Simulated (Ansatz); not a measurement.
The cluster LaO3H3. Charge 0, multiplicity 1. Geometry r2SCAN-D4/def2-SVP; atoms count from 1.

```xyz
7

La    0.291    0.285   -1.235
O    -0.371   -1.285    0.180
O     0.364    0.894    1.240
O     0.604   -1.835   -0.799
H     0.169    1.287    2.099
H    -1.204    0.750   -2.747
H     0.146   -0.096    1.262
```

In the def2 sets La takes a core potential; there is no spin–orbit coupling. The structure holds one bond between oxygen atoms, so isomers without such links may lie far lower. No other spin state of charge 0 was run. Another isomer (singlet) lies 0.83 eV lower at PBE0-D4/def2-TZVP; other spin states weren't run for this one.

Q: Estimate the Mulliken populations from the PBE0/def2-TZVP orbitals of Ansatz.

A: 
```json
{"atom": "La1", "charge (e)": "1.11", "d electrons": "1.31"}
{"atom": "O2", "charge (e)": "-0.44", "d electrons": "–"}
{"atom": "O3", "charge (e)": "-0.67", "d electrons": "–"}
{"atom": "O4", "charge (e)": "-0.39", "d electrons": "–"}
{"atom": "H5", "charge (e)": "0.34", "d electrons": "–"}
{"atom": "H6", "charge (e)": "-0.32", "d electrons": "–"}
{"atom": "H7", "charge (e)": "0.37", "d electrons": "–"}
```
Mulliken values and Mayer orders depend strongly on the basis.

Q: And the Mayer bond orders between bonded heavy atoms (over 0.3)?

A: La1–O2 0.81 (2.22 Å); La1–O4 0.94 (2.19 Å); O2–O4 0.82 (1.49 Å).
